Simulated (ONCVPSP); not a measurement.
Reading a pseudo-wave (chromium (Cr))

Columns: radius, all-electron u(r) and pseudo u(r) of the 3p shell (level -49.17 eV) of chromium in the configuration [Ne] 3s2 3p6 3d4 4s2; PBEsol, scalar-relativistic, ONCV scheme, ONCVPSP 4.0.1.

```
r (bohr)  all-electron  pseudo
   0.075       -0.3580  0.0235
   0.150       -0.5700  0.0925
   0.225       -0.4443  0.2028
   0.300       -0.1375  0.3463
   0.375        0.2113  0.5102
   0.450        0.5249  0.6781
   0.525        0.7707  0.8322
   0.600        0.9427  0.9575
   0.675        1.0464  1.0440
   0.750        1.0940  1.0888
   0.825        1.0984  1.0952
   0.900        1.0714  1.0702
   0.975        1.0231  1.0228
   1.050        0.9612  0.9611
   1.125        0.8918  0.8917
   1.200        0.8192  0.8191
   1.275        0.7465  0.7464
   1.350        0.6759  0.6758
   1.425        0.6086  0.6085
   1.500        0.5457  0.5456
   1.575        0.4874  0.4873
   1.650        0.4340  0.4340
   1.725        0.3854  0.3854
   1.800        0.3415  0.3415
   1.875        0.3021  0.3020
   1.950        0.2667  0.2667
```

Task: How many radial nodes do the two functions have?

Result: The all-electron 3p function has n − l − 1 = 1; the pseudo-wave has 0, since the states of the same l below it are removed with the core.

Task: At about which radius was the pseudo-wave matched?

Result: 1.10 bohr. The columns agree to 0.0005 from 0.97 bohr on; several derivatives are matched, so the curves merge somewhat inside the radius.

Task: Where does each function peak?

Result: Outermost all-electron maximum near 0.82 bohr, pseudo maximum near 0.82 bohr (to the table’s step).

Task: Is the pseudo-wave norm-conserving?

Result: Yes: the ONCV scheme keeps the norm inside the radius equal to the all-electron one, which fixes the energy derivative of the logarithmic derivative at the level.
